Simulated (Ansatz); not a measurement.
`C[SiH](N)BCl`. Total charge 0; spin multiplicity 1. The structure was optimised at the PBE0-D4/def2-TZVP level. It is one conformer, not always the lowest.

```xyz
12

C    -0.702   -0.085   -1.481
Si   -0.142   -0.333    0.284
N    -0.937    0.814    1.302
B     1.847   -0.093    0.520
Cl    2.929   -0.689   -0.715
H    -0.185   -0.784   -2.142
H    -0.492    0.932   -1.819
H    -1.776   -0.264   -1.579
H    -0.412   -1.771    0.633
H    -0.570    0.990    2.224
H    -1.943    0.874    1.308
H     2.383    0.407    1.465
```

(1) What is the dipole moment at B3LYP/def2-TZVPP? (An estimate is asked.)

(2) And with PBE, r2SCAN, ωB97M-V? (Estimate.)

(3) Give the Mulliken charges with B3LYP, ωB97M-V, PBE in def2-TZVPP. (An estimate is asked.)

Answers

(1) The calculation gave: 1.57 D, with components (-1.26, 0.49, 0.79) D in this frame, pointing from negative to positive charge.

(2) Ansatz gave: PBE 1.48 D, r2SCAN 1.60 D, ωB97M-V 1.58 D.

(3) Computed: 
```json
{"atom": "C1", "B3LYP": "-0.39", "ωB97M-V": "-0.45", "PBE": "-0.37"}
{"atom": "Si2", "B3LYP": "0.37", "ωB97M-V": "0.35", "PBE": "0.28"}
{"atom": "N3", "B3LYP": "-0.41", "ωB97M-V": "-0.37", "PBE": "-0.39"}
{"atom": "B4", "B3LYP": "0.09", "ωB97M-V": "-0.01", "PBE": "0.08"}
{"atom": "Cl5", "B3LYP": "-0.12", "ωB97M-V": "-0.09", "PBE": "-0.10"}
{"atom": "H6", "B3LYP": "0.10", "ωB97M-V": "0.12", "PBE": "0.10"}
{"atom": "H7", "B3LYP": "0.10", "ωB97M-V": "0.12", "PBE": "0.11"}
{"atom": "H8", "B3LYP": "0.09", "ωB97M-V": "0.11", "PBE": "0.10"}
{"atom": "H9", "B3LYP": "-0.13", "ωB97M-V": "-0.08", "PBE": "-0.11"}
{"atom": "H10", "B3LYP": "0.13", "ωB97M-V": "0.11", "PBE": "0.14"}
{"atom": "H11", "B3LYP": "0.13", "ωB97M-V": "0.10", "PBE": "0.14"}
{"atom": "H12", "B3LYP": "0.04", "ωB97M-V": "0.08", "PBE": "0.02"}
```

B3LYP here is the variant with VWN-RPA as its local correlation; programs differ in this.
